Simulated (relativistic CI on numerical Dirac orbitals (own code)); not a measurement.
Excitation temperature from two lines of Ne I

Problem. In an optically thin plasma whose excited levels follow a Boltzmann distribution, the energy emitted in Ne I 5852.49 Å and 8377.61 Å has the ratio 0.778 (an assumed reading, corrected for the detector). Tabulated data (NIST Handbook of Basic Atomic Spectroscopic Data): upper levels 152970.7 and 161590.3 cm⁻¹, g = 1 and 9, A = 6.82 × 10^7 and 5.10 × 10^7 s⁻¹. Calculate the temperature, its uncertainty for 15 % in the ratio of intensities and A values together, and the strength of these other lines with tabulated A (λ in Å, g, A, upper level): 6402.25, 7, 5.14 × 10^7, 149657.0; 6506.53, 5, 3.00 × 10^7, 149824.2; 6143.06, 5, 2.82 × 10^7, 150315.9; 6382.99, 3, 3.21 × 10^7, 150121.6.

Working.
1. The emitted power of a line is proportional to (gA/λ) exp(−E/kT), so I₁/I₂ = (g₁A₁λ₂/g₂A₂λ₁) exp[(E₂ − E₁)/kT].
2. The prefactor is 0.2127 and E₂ − E₁ = 8619.6 cm⁻¹ = 1.069 eV.
3. kT = (E₂ − E₁)/ln(0.778/0.2127) = 8619.6/1.2969 = 6646 cm⁻¹ = 0.824 eV, or T = 9560 K.
4. δT/T = (kT/ΔE) × 15 % = 11.6 %; lines whose upper levels lie far apart give the better thermometer.
5. Other lines relative to the first: 6402.25 Å: 7.9, 6506.53 Å: 3.2, 6143.06 Å: 2.9, 6382.99 Å: 2.

Remark. Dense plasmas such as arcs and laser-ablation plumes come near a Boltzmann distribution among excited levels, though their strong lines may be self-absorbed. Low-pressure etch and deposition plasmas, at 10¹⁰ to 10¹³ electrons per cm³, do not: there the number found is an excitation temperature of these levels and not the electron temperature.
